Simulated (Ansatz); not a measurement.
Coupled-cluster diagnostics for Pd2S2⁻, Ansatz.

Geometry of the doublet (PBE0-D4/def2-SVPD):

| atom | x (Å) | y (Å) | z (Å) |
| --- | --- | --- | --- |
| Pd1 | 0.403 | 0.200 | -1.313 |
| Pd2 | -0.403 | -0.200 | 1.313 |
| S3 | 1.449 | -0.969 | 0.297 |
| S4 | -1.449 | 0.969 | -0.297 |

In the def2 sets Pd takes a core potential; there is no spin–orbit coupling. Correlated methods freeze 10 core orbitals; core or outer-core shells of Pd are correlated, in sets that lack core-valence functions. In CCSD on the charge -1 doublet the largest single amplitude is 0.38, so its Hartree–Fock determinant may place the open shell otherwise than the density functionals do. The structure comes from a short search, and lower isomers may exist.

Geometry of the charge -1 quartet (PBE0-D4/def2-SVPD):

```xyz
4

Pd    1.060    0.711    0.033
Pd   -1.060   -0.711   -0.033
S     0.971   -1.483    0.757
S    -0.971    1.483   -0.757
```

(1) Estimate the CCSD(T) correlation energy, the shares of MP2 and (T), T1 and the reference's ⟨S²⟩ for: charge -1, doublet, own geometry in def2-SVPD; charge -1, quartet, own geometry in def2-SVPD; and the rough time on 4 threads of AMD EPYC 9R45 on a shared host.

Answers

(1) 
```
                           state      basis  correlation (eV)  MP2 share (%)  (T) share (%)     T1  ⟨S²⟩ (pure)  wall time                                                                  remarks
charge -1, doublet, own geometry  def2-SVPD           -29.996           93.7            5.8  0.076  1.72 (0.75)       40 s  flagged by the program, large T1 (0.076), spin-contaminated (⟨S²⟩ 1.72)
charge -1, quartet, own geometry  def2-SVPD           -28.754           95.2            4.9  0.078  3.80 (3.75)       27 s                                                         large T1 (0.078)
```
Customary marks for T1 are 0.02 (closed shells), 0.045 (open shells) and about 0.05 (3d metals). T1 exceeds 0.02 in 2 of 2 rows and 0.045 in 2; the higher it lies, the less the single-reference result can be trusted.
